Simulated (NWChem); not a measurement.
System: C2HF2O2, doublet; SMILES O=C(O)[C](F)F

Input file for NWChem:

```
start job
memory heap 200 mb stack 900 mb global 1100 mb
geometry units angstroms noautosym nocenter noautoz
  O      1.185587    -1.361653    -0.016378
  C      0.119090    -0.768482     0.000516
  O     -1.102805    -1.362384    -0.014011
  C      0.010212     0.663464     0.065075
  F      1.072903     1.430887     0.028211
  F     -1.129441     1.317819     0.014050
  H     -0.928234    -2.321184    -0.038085
end
basis spherical
  O library iglo-ii
  C library iglo-ii
  F library iglo-ii
  H library iglo-ii
end
dft
  odft
  mult 2
  xc xpbe96 cpbe96
  iterations 150
end
property
  hyperfine
end
task dft property
```

Coordinates come from a B3LYP/6-31G* (spherical d), spin-unrestricted optimisation. No stability test was run on the SCF state.

Fermi-contact couplings, non-relativistic, static geometry.

Atoms are numbered as in the input.

Question: What results follow from this input? (PBE/IGLO-II, spin-unrestricted, contact and dipolar terms.) Quantities: basis functions; A(iso) 17O atom 1 (MHz); A(iso) 13C atom 2 (MHz); A(iso) 13C atom 4 (MHz); A(iso) 19F atom 5 (MHz); A(iso) 19F atom 6 (MHz); A(iso) 1H atom 7 (MHz); <S²>.

Answer: 
```yaml
number_of_basis_functions: 138
A(iso) 17O atom 1 (MHz): -5.5
A(iso) 13C atom 2 (MHz): -32.2
A(iso) 13C atom 4 (MHz): 67.3
A(iso) 19F atom 5 (MHz): 79.7
A(iso) 19F atom 6 (MHz): 85.4
A(iso) 1H atom 7 (MHz): -4.4
"<S²>": 0.753
```
